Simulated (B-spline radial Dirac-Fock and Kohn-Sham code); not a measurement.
# W⁶⁺: eigenvalues, ΔSCF and the reference

System: the W⁶⁺ ion, [Xe] 4f14.

The density-functional columns are spherical, spin-unpolarised Dirac-Kohn-Sham results without Breit or QED terms: −ε is minus the orbital energy of the initial state and ΔSCF the difference of two total energies. The reference in the last column comes from Dirac-Fock ΔSCF + Breit + QED. All numbers are from a radial B-spline solver, in eV; a selection of levels is shown. For the 1s level of heavy atoms much of the gap between ΔSCF and the reference is the Breit and QED part, -349.2 eV here; for other levels the error of the functional can be larger.

| level | PBE −ε | PBE ΔSCF | LDA −ε | LDA ΔSCF | Dirac-Fock |
| --- | --- | --- | --- | --- | --- |
| K (1s) | 69448.7 | 70007.9 | 69390.6 | 69947.9 | 69610.3 |
| L1 (2s) | 12042.9 | 12146.7 | 12034.5 | 12138.7 | 12196.6 |
| L2 (2p1/2) | 11522.1 | 11655.4 | 11518.4 | 11651.8 | 11633.0 |
| L3 (2p3/2) | 10169.4 | 10284.3 | 10167.2 | 10282.2 | 10295.6 |
| M1 (3s) | 2832.0 | 2863.7 | 2829.7 | 2861.6 | 2915.1 |
| M2 (3p1/2) | 2599.5 | 2633.5 | 2598.6 | 2632.8 | 2666.5 |
| M3 (3p3/2) | 2307.0 | 2338.0 | 2306.5 | 2337.7 | 2373.6 |
| M4 (3d3/2) | 1914.7 | 1951.8 | 1915.0 | 1952.1 | 1960.4 |
| M5 (3d5/2) | 1851.1 | 1887.0 | 1851.4 | 1887.4 | 1898.0 |
| N1 (4s) | 644.6 | 660.8 | 643.6 | 659.8 | 690.2 |
| N2 (4p1/2) | 548.1 | 564.2 | 547.6 | 563.8 | 586.6 |
| N3 (4p3/2) | 480.3 | 495.8 | 479.7 | 495.3 | 518.8 |
| N4 (4d3/2) | 321.5 | 336.8 | 321.6 | 336.9 | 348.4 |
| N5 (4d5/2) | 309.1 | 324.2 | 309.0 | 324.2 | 335.9 |
| N6 (4f5/2) | 110.3 | 124.3 | 110.7 | 124.7 | 121.1 |
| N7 (4f7/2) | 108.0 | 122.0 | 108.4 | 122.4 | 119.0 |
| O1 (5s) | 153.3 | 163.3 | 153.7 | 163.7 | 166.6 |
| O2 (5p1/2) | 123.7 | 133.2 | 124.2 | 133.7 | 131.5 |
| O3 (5p3/2) | 112.9 | 121.9 | 113.3 | 122.2 | 120.5 |

Task: Order the estimates of the K (1s) level by their distance from the Dirac-Fock value, nearest first.
A. LDA ΔSCF
B. PBE −ε
C. PBE ΔSCF
D. LDA −ε

Result: B (161.6 eV), D (219.7 eV), A (337.6 eV), C (397.6 eV).

An eigenvalue near the reference for a deep level is a cancellation of errors: it lacks relaxation, carries self-interaction and omits Breit and QED terms.

Values without a named source are computed, but for edge energies of neutral atoms, which are taken from tables.
